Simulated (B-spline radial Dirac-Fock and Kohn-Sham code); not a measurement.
**N 2s: cross section and angular parameters**

System: the free nitrogen atom, [He] 2s2 2p3; threshold 22.14 eV (orbital energy of the model). Method: Dirac-Hartree-Slater photoionisation with a Latter tail; cross sections with all multipoles, angular parameters from the dipole term and its interference with E2. Computed with an atomic code on a B-spline grid.

| hν (eV) | σ (kb) | β | γ |
| --- | --- | --- | --- |
| 61.9 | 817 | 2.000 | -0.015 |
| 67.4 | 755 | 2.000 | -0.023 |
| 79.2 | 632 | 2.000 | -0.029 |
| 81.3 | 612 | 2.000 | -0.029 |
| 100 | 461 | 2.000 | -0.024 |
| 150 | 236 | 2.000 | 0.015 |
| 383 | 34.3 | 2.000 | 0.212 |
| 400 | 31.1 | 2.000 | 0.224 |
| 546 | 15.0 | 2.000 | 0.318 |
| 554 | 14.5 | 2.000 | 0.323 |
| 578 | ? | ? | ? |
| 600 | 12.0 | 2.000 | 0.351 |
| 800 | 5.85 | 2.000 | 0.458 |
| 1260 | 1.80 | 2.000 | 0.654 |
| 1500 | 1.12 | 2.000 | 0.740 |
| 2000 | 0.509 | 2.000 | 0.899 |
| 2020 | 0.495 | 2.000 | 0.905 |
| 2250 | 0.365 | 2.000 | 0.972 |
| 2500 | 0.270 | 2.000 | 1.040 |
| 2810 | 0.193 | 2.000 | 1.119 |
| 2984.4 | 0.162 | 2.000 | 1.162 |
| 3030 | 0.155 | 2.000 | 1.172 |
| 3480 | 0.103 | 2.000 | 1.274 |
| 3940 | 0.0714 | 2.000 | 1.370 |
| 5490 | 0.0263 | 2.000 | 1.653 |
| 5740 | 0.0230 | 2.000 | 1.695 |
| 7300 | 0.0110 | 2.000 | 1.934 |
| 8047.8 | 0.00810 | 2.000 | 2.040 |
| 8360 | 0.00720 | 2.000 | 2.082 |
| 9760 | 0.00443 | 2.000 | 2.263 |

Problem. Give the values at 578 eV.

Solution. σ = 13.1 kb, β = 2.000, γ = 0.338. For an s subshell δ is negligible.
